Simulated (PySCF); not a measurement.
Gas-phase reaction: WO₂Cl₂ + WCl₆ → 2 WOCl₄

Energies from PySCF, thermal terms from the rigid-rotor harmonic-oscillator model, ideal gas at 1 bar. † marks an energy on the PBE0/def2-TZVP geometry and frequencies; other levels use their own. MP2 and CCSD(T) freeze the core. All species are closed-shell singlets. W: scalar-relativistic def2 core potential, no spin-orbit coupling. MP2 isn't extrapolated to the basis-set limit. CCSD(T) isn't extrapolated to the basis-set limit. Warning, large T1 diagnostic: WCl₆, WO₂Cl₂, WOCl₄ (CCSD(T)/def2-SVP†).

```json
[
 {"level": "CCSD(T)/def2-SVP†", "ΔH°(298 K), kJ": "…"},
 {"level": "HF/def2-TZVP†", "ΔH°(298 K), kJ": "…"},
 {"level": "MP2/def2-TZVPP†", "ΔH°(298 K), kJ": "-88"},
 {"level": "PBE/def2-TZVP†", "ΔH°(298 K), kJ": "…"},
 {"level": "PBE0/def2-SVP†", "ΔH°(298 K), kJ": "…"},
 {"level": "PBE0/def2-TZVP", "ΔH°(298 K), kJ": "-80"},
 {"level": "LDA/def2-TZVP†", "ΔH°(298 K), kJ": "-60"},
 {"level": "ωB97M-V/def2-TZVP†", "ΔH°(298 K), kJ": "-92"}
]
```

### Question
Fill in the missing entries.

### Answer

- CCSD(T)/def2-SVP†, ΔH°(298 K), kJ: -70
- HF/def2-TZVP†, ΔH°(298 K), kJ: -122
- PBE/def2-TZVP†, ΔH°(298 K), kJ: -65
- PBE0/def2-SVP†, ΔH°(298 K), kJ: -78
